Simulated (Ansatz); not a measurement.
Ansatz (a program for electronic structure) input (B3LYP/LANL2DZ): The .json file is the Basis Set Exchange's LANL2DZ.

Ansatz 0.2 input:
```yaml
crystal:
  periodic: [false, false, false]
  atoms:
    - {symbol: Se, position_ang: [0.04636000, 0.01112100, 0.51766300]}
    - {symbol: F, position_ang: [0.55151500, 1.05798300, -0.93005900]}
    - {symbol: F, position_ang: [-0.72665300, -1.09999500, -1.02555600]}
basis:
  gaussian:
    orbitals: LANL2DZ.json
hamiltonian:
  xc: {name: B3LYP}
total_charge: -1
magnetization: {spin_polarized: true, initial_magnetization: 1}
relax: {f_tol: 0.003, max_steps: 120}
```

From the output:

```
mean field evaluation 1: about -5684.4568 eV, gradient 1.2e1 eV
mean field evaluation 2: about -5683.9896 eV, gradient 1.8e1 eV
mean field evaluation 4: about -5685.1809 eV, gradient 1.4e0 eV
mean field evaluation 8: about -5685.2361 eV, gradient 1.9e-2 eV
mean field evaluation 16: about -5685.2361 eV, gradient 1.7e-5 eV
mean field -5685.23614168 eV, -208.9285746152 hartree, gradient 1.7e-5 eV, S^2 0.754500; 0 other end points of the search recorded, 0 dependent functions left out
the calculation of the forces begins
reference -5685.23628518 eV, -208.9285798887 hartree; 13, 12 occupied and 13, 14 virtual orbitals, 331 factors
relax step   1: F+E_penalty+E_count = -5685.23614168 eV  Δ(F+E_penalty+E_count) = +0.000e0 eV  max|allowed force component| = 2.165e0 eV/Å  Δτ_max = 0.0000 Å  (29 SCF iters, accepted)
these checks for a lower state are left out or cut short: starts, cluster_reference, orbital_swaps, neighbouring_geometries, increment
integrals: 0.01 GiB planned
331 factors; integrals over basis functions are off by at most 1.2e-4 eV
mean field: 0.09 GiB planned
mean field -5685.33703877 eV, -208.9322825150 hartree, gradient 2.2e-5 eV, S^2 0.755947; 0 other end points of the search recorded, 0 dependent functions left out
the calculation of the forces begins
reference -5685.33718216 eV, -208.9322877843 hartree; 13, 12 occupied and 13, 14 virtual orbitals, 331 factors
relax step   2: F+E_penalty+E_count = -5685.33703877 eV  Δ(F+E_penalty+E_count) = -1.009e-1 eV  max|allowed force component| = 8.150e-1 eV/Å  Δτ_max = 0.0396 Å  (36 SCF iters, accepted)
these checks for a lower state are left out or cut short: starts, cluster_reference, orbital_swaps, neighbouring_geometries, increment
integrals: 0.01 GiB planned
331 factors; integrals over basis functions are off by at most 1.4e-4 eV
mean field: 0.09 GiB planned
mean field evaluation 32: about -5685.3670 eV, gradient 1.0e-5 eV
mean field -5685.36704584 eV, -208.9333852546 hartree, gradient 1.3e-5 eV, S^2 0.757464; 0 other end points of the search recorded, 0 dependent functions left out
the calculation of the forces begins
reference -5685.36719152 eV, -208.9333906080 hartree; 13, 12 occupied and 13, 14 virtual orbitals, 331 factors
relax step   3: F+E_penalty+E_count = -5685.36704584 eV  Δ(F+E_penalty+E_count) = -3.001e-2 eV  max|allowed force component| = 1.184e-1 eV/Å  Δτ_max = 0.0634 Å  (37 SCF iters, accepted)
these checks for a lower state are left out or cut short: starts, cluster_reference, orbital_swaps, neighbouring_geometries, increment
integrals: 0.01 GiB planned
331 factors; integrals over basis functions are off by at most 1.4e-4 eV
mean field: 0.09 GiB planned
mean field -5685.36805900 eV, -208.9334224873 hartree, gradient 2.3e-5 eV, S^2 0.757695; 0 other end points of the search recorded, 0 dependent functions left out
the calculation of the forces begins
reference -5685.36820437 eV, -208.9334278297 hartree; 13, 12 occupied and 13, 14 virtual orbitals, 331 factors
relax step   4: F+E_penalty+E_count = -5685.36805900 eV  Δ(F+E_penalty+E_count) = -1.013e-3 eV  max|allowed force component| = 2.188e-2 eV/Å  Δτ_max = 0.0131 Å  (30 SCF iters, accepted)
these checks for a lower state are left out or cut short: starts, cluster_reference, orbital_swaps, neighbouring_geometries, increment
integrals: 0.01 GiB planned
331 factors; integrals over basis functions are off by at most 1.4e-4 eV
mean field: 0.09 GiB planned
mean field -5685.36808465 eV, -208.9334234299 hartree, gradient 2.6e-5 eV, S^2 0.757673; 0 other end points of the search recorded, 0 dependent functions left out
the calculation of the forces begins
reference -5685.36823005 eV, -208.9334287734 hartree; 13, 12 occupied and 13, 14 virtual orbitals, 331 factors
relax step   5: F+E_penalty+E_count = -5685.36808465 eV  Δ(F+E_penalty+E_count) = -2.565e-5 eV  max|allowed force component| = 5.470e-3 eV/Å  Δτ_max = 0.0015 Å  (29 SCF iters, accepted)
these checks for a lower state are left out or cut short: starts, cluster_reference, orbital_swaps, neighbouring_geometries, increment
integrals: 0.01 GiB planned
331 factors; integrals over basis functions are off by at most 1.4e-4 eV
mean field: 0.09 GiB planned
mean field -5685.36809684 eV, -208.9334238778 hartree, gradient 2.2e-5 eV, S^2 0.757719; 0 other end points of the search recorded, 0 dependent functions left out
the calculation of the forces begins
reference -5685.36824225 eV, -208.9334292216 hartree; 13, 12 occupied and 13, 14 virtual orbitals, 331 factors
relax step   6: F+E_penalty+E_count = -5685.36809684 eV  Δ(F+E_penalty+E_count) = -1.219e-5 eV  max|allowed force component| = 4.978e-3 eV/Å  Δτ_max = 0.0014 Å  (30 SCF iters, accepted)
these checks for a lower state are left out or cut short: starts, cluster_reference, orbital_swaps, neighbouring_geometries, increment
integrals: 0.01 GiB planned
331 factors; integrals over basis functions are off by at most 1.4e-4 eV
mean field: 0.09 GiB planned
mean field evaluation 64: about -5685.3681 eV, gradient 2.1e-5 eV
mean field -5685.36811541 eV, -208.9334245605 hartree, gradient 2.1e-5 eV, S^2 0.757840; 0 other end points of the search recorded, 0 dependent functions left out
the calculation of the forces begins
reference -5685.36826085 eV, -208.9334299053 hartree; 13, 12 occupied and 13, 14 virtual orbitals, 331 factors
relax step   7: F+E_penalty+E_count = -5685.36811541 eV  Δ(F+E_penalty+E_count) = -1.858e-5 eV  max|allowed force component| = 1.843e-4 eV/Å  Δτ_max = 0.0046 Å  (30 SCF iters, accepted)
integrals: 0.01 GiB planned
331 factors; integrals over basis functions are off by at most 1.4e-4 eV
mean field: 0.09 GiB planned
mean field -5685.36811541 eV, -208.9334245605 hartree, gradient 2.1e-5 eV, S^2 0.757840; 2 other end points of the search recorded, 0 dependent functions left out
the calculation of the forces begins
reference -5685.36826085 eV, -208.9334299053 hartree; 13, 12 occupied and 13, 14 virtual orbitals, 331 factors
Total energy: -5685.36826085 eV, -208.9334299053 hartree
Atom 0 at     0.051366     0.012502     0.572180 Å, force     0.000098     0.000143     0.000170 eV/Å
Atom 1 at     0.582964     1.114634    -0.954921 Å, force    -0.000014    -0.000025     0.000014 eV/Å
Atom 2 at    -0.763108    -1.158027    -1.055211 Å, force    -0.000084    -0.000119    -0.000184 eV/Å
Dipole moment:     0.133274     0.115132     0.851352 e Å
```

The dipole moment of an ion depends on the origin.

The geometry given is a B3LYP-D3(BJ)/def2-TZVP minimum.
